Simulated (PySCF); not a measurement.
# Solvent effects on NMR parameters

Cartesian coordinates in Å; atom numbers follow the order of the lines, from 1:
```xyz
21

C    -2.0856   -0.7467   -1.2271
B    -1.3072   -0.1452    0.0142
C    -2.1124    0.4275    1.2540
N     0.1076   -0.1185    0.0109
C     0.9336    0.3759    1.1119
C     2.2804    0.8156    0.5384
N     2.5989   -0.1463   -0.5017
Si    1.1543   -0.7021   -1.2845
H    -2.7476    0.0235   -1.6601
H    -2.7548   -1.5570   -0.8899
H    -1.4638   -1.1464   -2.0437
H    -1.9285    1.5106    1.3699
H    -3.1995    0.2867    1.1652
H    -1.7862   -0.0395    2.1990
H     1.0980   -0.4263    1.8547
H     0.4390    1.2096    1.6318
H     2.2019    1.8552    0.1567
H     3.0455    0.8196    1.3333
H     3.5014   -0.0439   -0.9465
H     0.8247   -0.0672   -2.6013
H     1.1369   -2.1824   -1.4917
```

GIAO PBE0/pcSseg-1 in PySCF on one PBE0-D3(BJ)/def2-SVP conformer, non-relativistic, equivalent nuclei averaged. Solvents enter as an IEF-PCM continuum (cyclohexane with ε = 2.0, acetonitrile with ε = 35.7) around the gas-phase geometry.

Gas phase, σ in ppm: C5 135.1, C6 136.3, C1/C3 176.3, B2 51.6, N4 143.8, N7 242.4, Si8 375.7, H20/H21 25.95, H15/H16 28.05, H17/H18 28.13, H9/H10/H11/H12/H13/H14 30.80, H19 31.29. Dipole moment 1.81 D.

Problem. How does each σ change in the continuum?

Solution. 
```csv
atoms,environment,"Δσ, cyclohexane","Δσ, acetonitrile"
C5,sp3 CH2 bonded to N,0.0,-0.1
C6,sp3 CH2 bonded to N,+0.1,+0.3
C1/C3,methyl carbon bonded to B,+0.3,+0.8
B2,"boron bonded to 2 C, N",+0.1,+0.1
N4,"nitrogen bonded to C, B, Si, in a 5-membered ring",-0.9,-2.1
N7,"nitrogen bonded to C, Si, H, in a 5-membered ring",+0.6,+1.4
Si8,"silicon bonded to 2 N, 2 H, in a 5-membered ring",+0.1,+0.1
H20/H21,"hydrogen on a silicon bonded to 2 N, in a 5-membered ring",+0.02,+0.06
H15/H16,hydrogen on an sp3 CH2 bonded to N,-0.04,-0.09
H17/H18,hydrogen on an sp3 CH2 bonded to N,-0.03,-0.09
H9/H10/H11/H12/H13/H14,hydrogen on a methyl carbon bonded to B,-0.01,-0.02
H19,"hydrogen on a nitrogen bonded to C, Si, in a 5-membered ring",-0.25,-0.63
```

Changes are relative to the gas phase. The dipole moment becomes 2.00 D in cyclohexane, 2.29 D in acetonitrile.

Problem. Which nuclei move most (in ppm), and what does the model miss?

Solution. N4 (nitrogen bonded to C, B, Si, in a 5-membered ring, -2.1 ppm) in acetonitrile. A continuum only polarises the solute; specific hydrogen bonds, the anisotropy of aromatic solvents and changes of geometry or conformer are outside it.
